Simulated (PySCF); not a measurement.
CH9GeNSi, singlet, geometry from GFN2-xTB; PBE0/STO-3G, polarisability in PySCF.

The PySCF input:
```python
from pyscf import gto, scf, dft
from pyscf.prop import polarizability

mol = gto.M(
    atom='''
Si   -1.20698181    1.58575365    0.21515013
N    -0.63131208    0.00826534   -0.20745740
C    -1.59026088   -1.08015774   -0.17785358
Ge    1.11715766   -0.49203245   -0.02817648
H    -2.40516072    1.80102674   -0.60069293
H    -1.56242501    1.70537196    1.63896376
H    -0.11962846    2.50375062   -0.11480321
H    -2.53205415   -0.76220232   -0.62563288
H    -1.20414188   -1.93057013   -0.74619189
H    -1.79812715   -1.42351763    0.84169280
H     1.43035016   -1.01025140    1.35295848
H     1.33247692   -1.61049763   -1.00648873
H     1.96816052    0.69446645   -0.33093634
''',
    basis='sto-3g',
    verbose=4,
)

mf = dft.RKS(mol)
mf.xc = 'pbe0'
mf.kernel()
alpha = mf.Polarizability().polarizability()[2, 2]
print('alpha_zz =', alpha)
```

It wrote (shortened):

```
site-packages/pyscf/prop/efg/rhf.py:45: UserWarning: Module EFG is under testing
  warnings.warn('Module EFG is under testing')
site-packages/pyscf/prop/efg/dhf.py:30: UserWarning: Module EFG is under testing
  warnings.warn('Module EFG is under testing')
site-packages/pyscf/prop/zfs/uhf.py:40: UserWarning: Module ZFS is under testing
  warnings.warn('Module ZFS is under testing')
site-packages/pyscf/prop/gtensor/uhf.py:43: UserWarning: Module g-tensor is under testing
  warnings.warn('Module g-tensor is under testing')
site-packages/pyscf/prop/gtensor/uks.py:41: UserWarning: Module g-tensor is under testing
  warnings.warn('Module g-tensor is under testing')
site-packages/pyscf/prop/hfc/uks.py:35: UserWarning: Module HFC is under testing
  warnings.warn('Module HFC is under testing')
site-packages/pyscf/prop/magnetizability/rhf.py:39: UserWarning: Module magnetizability is under testing
  warnings.warn('Module magnetizability is under testing')
site-packages/pyscf/prop/magnetizability/uhf.py:37: UserWarning: Module magnetizability is under testing
  warnings.warn('Module magnetizability is under testing')
site-packages/pyscf/prop/magnetizability/rks.py:37: UserWarning: Module magnetizability is under testing
  warnings.warn('Module magnetizability is under testing')
site-packages/pyscf/prop/magnetizability/uks.py:39: UserWarning: Module magnetizability is under testing
  warnings.warn('Module magnetizability is under testing')
site-packages/pyscf/prop/polarizability/uhf.py:34: UserWarning: Module polarizability is under testing
  warnings.warn('Module polarizability is under testing')
site-packages/pyscf/prop/polarizability/rks.py:29: UserWarning: Module polarizability is under testing
  warnings.warn('Module polarizability is under testing')
site-packages/pyscf/prop/polarizability/uks.py:29: UserWarning: Module polarizability is under testing
  warnings.warn('Module polarizability is under testing')
PySCF version 2.14.0

[INPUT] verbose = 4
[INPUT] num. atoms = 13
[INPUT] num. electrons = 68
[INPUT] charge = 0
[INPUT] spin (= nelec alpha-beta = 2S) = 0
[INPUT] symmetry False subgroup None
[INPUT] Mole.unit = angstrom
[INPUT] Symbol           X                Y                Z      unit          X                Y                Z       unit  Magmom
[INPUT]  1 Si    -1.206981810000   1.585753650000   0.215150130000 AA   -2.280865058232   2.996640099529   0.406574821365 Bohr   0.0
[INPUT]  2 N     -0.631312080000   0.008265340000  -0.207457400000 AA   -1.193006930330   0.015619228926  -0.392037668514 Bohr   0.0
[INPUT]  3 C     -1.590260880000  -1.080157740000  -0.177853580000 AA   -3.005157529810  -2.041202299929  -0.336094556473 Bohr   0.0
[INPUT]  4 Ge     1.117157660000  -0.492032450000  -0.028176480000 AA    2.111122015360  -0.929806574899  -0.053245830354 Bohr   0.0
[INPUT]  5 H     -2.405160720000   1.801026740000  -0.600692930000 AA   -4.545095046362   3.403447281618  -1.135145122663 Bohr   0.0
[INPUT]  6 H     -1.562425010000   1.705371960000   1.638963760000 AA   -2.952555359071   3.222685944913   3.097192634487 Bohr   0.0
[INPUT]  7 H     -0.119628460000   2.503750620000  -0.114803210000 AA   -0.226065026103   4.731402956010  -0.216946625121 Bohr   0.0
[INPUT]  8 H     -2.532054150000  -0.762202320000  -0.625632880000 AA   -4.784888876068  -1.440353636308  -1.182274797723 Bohr   0.0
[INPUT]  9 H     -1.204141880000  -1.930570130000  -0.746191890000 AA   -2.275498368319  -3.648248809966  -1.410098308472 Bohr   0.0
[INPUT] 10 H     -1.798127150000  -1.423517630000   0.841692800000 AA   -3.397967850645  -2.690058454190   1.590568873018 Bohr   0.0
[INPUT] 11 H      1.430350160000  -1.010251400000   1.352958480000 AA    2.702970064628  -1.909098462958   2.556720985108 Bohr   0.0
[INPUT] 12 H      1.332476920000  -1.610497630000  -1.006488730000 AA    2.518016446104  -3.043399444961  -1.901988047161 Bohr   0.0
[INPUT] 13 H      1.968160520000   0.694466450000  -0.330936340000 AA    3.719284351982   1.312351393199  -0.625379047266 Bohr   0.0

nuclear repulsion = 364.17396035481
number of shells = 28
number of NR pGTOs = 138
number of NR cGTOs = 46
basis = sto-3g
ecp = {}

******** <class 'pyscf.dft.rks.RKS'> ********
method = RKS
initial guess = minao
damping factor = 0
level_shift factor = 0
DIIS = <class 'pyscf.scf.diis.CDIIS'>
diis_start_cycle = 1
diis_space = 8
diis_damp = 0
SCF conv_tol = 1e-09
SCF conv_tol_grad = None
SCF max_cycles = 50
direct_scf = True
direct_scf_tol = 1e-13
XC library pyscf.dft.libxc version 7.1.2
    S. Lehtola, C. Steigemann, M. J. T. Oliveira, and M. A. L. Marques,  SoftwareX 7, 1–5 (2018)
XC functionals = pbe0
    C. Adamo and V. Barone,  J. Chem. Phys. 110, 6158 (1999)
    M. Ernzerhof and G. E. Scuseria,  J. Chem. Phys. 110, 5029 (1999)
radial grids:
    Treutler-Ahlrichs [JCP 102, 346 (1995); DOI:10.1063/1.469408] (M4) radial grids

becke partition: Becke, JCP 88, 2547 (1988); DOI:10.1063/1.454033
pruning grids: <function nwchem_prune>
grids dens level: 3
symmetrized grids: False
atomic radii adjust function: <function treutler_atomic_radii_adjust>
small_rho_cutoff = 0
Set gradient conv threshold to 3.16228e-05
Initial guess from minao.
tot grids = 156112
init E= -2433.45369762812
  HOMO = -0.411429559529752  LUMO = -0.130806958134567  gap/eV = 7.63613
cycle= 1 E= -2435.71260080719  delta_E= -2.26  |g|= 0.622  |ddm|= 4.07
  HOMO = 0.0637064084736759  LUMO = 0.310236814014862  gap/eV = 6.70843
cycle= 2 E= -2435.70520990012  delta_E= 0.00739  |g|= 0.695  |ddm|= 2.01
  HOMO = -0.112772206382827  LUMO = 0.247577133721541  gap/eV = 9.80560
cycle= 3 E= -2435.84930102765  delta_E= -0.144  |g|= 0.0779  |ddm|= 1.07
  HOMO = -0.106492221749948  LUMO = 0.248337911325681  gap/eV = 9.65542
cycle= 4 E= -2435.85120355106  delta_E= -0.0019  |g|= 0.0147  |ddm|= 0.143
  HOMO = -0.10862430229685  LUMO = 0.248211194296736  gap/eV = 9.70999
cycle= 5 E= -2435.85128211837  delta_E= -7.86e-05  |g|= 0.000732  |ddm|= 0.0271
  HOMO = -0.108638465824233  LUMO = 0.248239248952158  gap/eV = 9.71114
cycle= 6 E= -2435.85128235594  delta_E= -2.38e-07  |g|= 0.000209  |ddm|= 0.00189
  HOMO = -0.108618180067242  LUMO = 0.248253218004202  gap/eV = 9.71097
cycle= 7 E= -2435.85128237343  delta_E= -1.75e-08  |g|= 5.09e-05  |ddm|= 0.00042
  HOMO = -0.108619283627798  LUMO = 0.248250910146727  gap/eV = 9.71093
cycle= 8 E= -2435.85128237425  delta_E= -8.26e-10  |g|= 9.07e-06  |ddm|= 8.51e-05
  HOMO = -0.108617559470377  LUMO = 0.248251787654321  gap/eV = 9.71091
Extra cycle  E= -2435.85128237428  delta_E= -2.77e-11  |g|= 6.09e-06  |ddm|= 2.7e-05
converged SCF energy = -2435.85128237428
Isotropic polarizability 31.6433273042
Polarizability anisotropy 9.44547385751
alpha_zz = 25.492832785823992
```
